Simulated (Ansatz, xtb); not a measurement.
# Two isomers of C5H8OS

We compare I, `C/C=C(\S)[C@@H]1CO1`, a singlet, with II, `C/C=C(/S)[C@@H]1CO1`, a singlet. Both are isolated molecules in the gas phase, relaxed with PBE0-D3(BJ)/def2-SVP; each stands in its lowest conformer found.

Quicker runs give these differences E(II) − E(I): GFN2-xTB +1.0 kcal/mol; HF/STO-3G +1.6 kcal/mol (at GFN2-xTB geometries); r2SCAN-D4/def2-SVP +2.9 kcal/mol (at GFN2-xTB geometries).

Question: Estimate E(II) − E(I) at the level CCSD(T)/def2-SVP + ΔMP2/def2-TZVPP.

Answer: Calculated at CCSD(T)/def2-SVP + ΔMP2/def2-TZVPP: E(II) − E(I) = +2.2 kcal/mol, so structure I lies lower.

The same difference at several levels:

```tsv
level	geometry	E(II) − E(I) (kcal/mol)	departure from the last row (kcal/mol)	job, with rough time for the two
GFN2-xTB	GFN2-xTB	+1.0	−1.2	optimisation, 1.9 s
HF/STO-3G	GFN2-xTB	+1.6	−0.6	single point, 3.4 s
r2SCAN-D4/def2-SVP	GFN2-xTB	+2.9	+0.8	single point, 21 s
PBE0-D3(BJ)/def2-SVP	PBE0-D3(BJ)/def2-SVP	+2.3	+0.1	optimisation, 5.4 min
HF/def2-SVP	PBE0-D3(BJ)/def2-SVP	+1.9	−0.3	part of the CCSD(T) run
MP2/def2-SVP	PBE0-D3(BJ)/def2-SVP	+2.4	+0.2	part of the CCSD(T) run
CCSD(T)/def2-SVP	PBE0-D3(BJ)/def2-SVP	+2.2	+0.1	single point
CCSD(T)/def2-SVP + ΔMP2/def2-TZVPP	PBE0-D3(BJ)/def2-SVP	+2.2		single point, 7 min
```

As drawn, both hold the same kinds of bond in the same numbers.

None of the levels shown reverses the order. The largest departure from CCSD(T)/def2-SVP + ΔMP2/def2-TZVPP is that of GFN2-xTB, 1.2 kcal/mol. The last row adds to CCSD(T) the change of the MP2 difference between the two basis sets, here −0.1 kcal/mol.

With thermal terms from frequencies at re-optimised GFN2-xTB minima (ideal gas, soft modes damped towards free rotors, one conformer each, 298.15 K, 1 atm): the zero-point term adds 0.0 kcal/mol; ΔH is +2.2 and ΔG +1.9 kcal/mol.

The correlated steps freeze 11 core orbitals. Programs: Ansatz 0.2.0, xtb 6.7.1; the last row on 2 threads of AMD EPYC (Zen 3) on a shared host.
